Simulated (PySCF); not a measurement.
Si(H)(F) anion (FHSi), SMILES F[SiH] (connectivity only; charge and spin as stated), charge -1, multiplicity 2.

Geometry: B3LYP-D3(BJ)/def2-TZVPD. The multiplicity is an assumed one; other spin states were not compared. The isomer is the one that the SMILES or the coordinates give; other isomers of the formula were not compared.

The numbers are results of PySCF with B3LYP-D3(BJ)/def2-TZVPD, not measurements.

Frequencies are harmonic and unscaled.

| mode | ν (cm⁻¹) | IR (km/mol) | moving atoms (share of kinetic energy) |
|---|---|---|---|
| 1 | 632 | 127.9 | F 60 %, Si 40 % |
| 2 | 788 | 49.0 | H 91 % |
| 3 | 1764 | 757.7 | H 96 % |
